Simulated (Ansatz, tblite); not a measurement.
Experiment: gas-phase ionisation energy of perylene (C20H12), 7.00 eV (vertical, first; Literature value quoted rounded to a whole eV; the original He(I) reference give). Source: an earlier He(I) photoelectron spectroscopy measurement quoted in Femtosecond photoelectron and photoion spectrometer with vacuum ultraviolet probe pulses, 2014 (arxiv:1404.3039).

Computed vertical ionisation energy of perylene, `c1cc2cccc3c4cccc5cccc(c(c1)c23)c54`. Total charge 0; singlet. The ion is a doublet. Geometry: PBE-D4/def2-SVP. Ansatz on 8 threads of Intel Xeon Platinum 8259CL on a shared host (xTB through tblite on one thread); times are rough and summed over both states.

```xyz
32

C     3.364    1.039   -1.382
C     3.431    1.619   -0.124
C     2.345    1.486    0.786
C     2.401    2.078    2.080
C     1.337    1.942    2.958
C     0.189    1.215    2.577
C     0.078    0.611    1.316
C    -1.120   -0.148    0.915
C    -2.219   -0.313    1.770
C    -3.364   -1.040    1.382
C    -3.430   -1.620    0.125
C    -2.345   -1.486   -0.786
C    -2.401   -2.077   -2.080
C    -1.337   -1.940   -2.959
C    -0.189   -1.214   -2.577
C    -0.078   -0.611   -1.316
C     1.120    0.148   -0.914
C     2.220    0.311   -1.769
C     1.172    0.743    0.393
C    -1.172   -0.743   -0.393
H     4.204    1.141   -2.086
H     4.319    2.189    0.189
H     3.301    2.642    2.366
H     1.380    2.399    3.958
H    -0.633    1.129    3.300
H    -2.203    0.131    2.774
H    -4.203   -1.143    2.087
H    -4.319   -2.189   -0.189
H    -3.302   -2.641   -2.367
H    -1.381   -2.397   -3.959
H     0.633   -1.128   -3.300
H     2.204   -0.134   -2.773
```

The xTB rows come from tblite. Single mean-field runs in def2-TZVP are fitted with def2-universal-jkfit.

Run but left out: HF/def2-TZVP (singlet: restricted singlet, unstable in another Hartree–Fock run and untested here).

```
            level  wall time  ionisation energy (eV)  computed − measured (eV)
         GFN2-xTB    0.097 s                   11.67                      4.67
         GFN1-xTB     0.12 s                   12.62                      5.62
 PBE-D4/def2-TZVP       36 s                    6.66                     -0.34
PBE0-D4/def2-TZVP      100 s                    6.73                     -0.27
```

Closest: PBE0-D4/def2-TZVP. Raw xTB energies of ions are shifted by several eV. The computed values are electronic, without zero-point energy. The measured value is rounded to a whole eV.
